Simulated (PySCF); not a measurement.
Vertical excitations of a molecule C3H6BFO from TDA-PBE/def2-SVPD in PySCF, as energy in eV (oscillator strength): 6.02 (0.000), 6.69 (0.023), 6.99 (0.003), 6.99 (0.010), 7.15 (0.100), 7.30 (0.004), 7.47 (0.041), 7.58 (0.022), 7.60 (0.009), 7.68 (0.016). Lowest triplet (TDA): 5.56 eV. Geometry: PBE0-D3(BJ)/def2-SVP. Other conformers were not sampled.

### Question
Pick the molecule that these values belong to.
A) FB1CCCO1
B) CB(F)CC=O
C) FCB1CCO1
D) OB1CC(F)C1

### Answer
C, FCB1CCO1
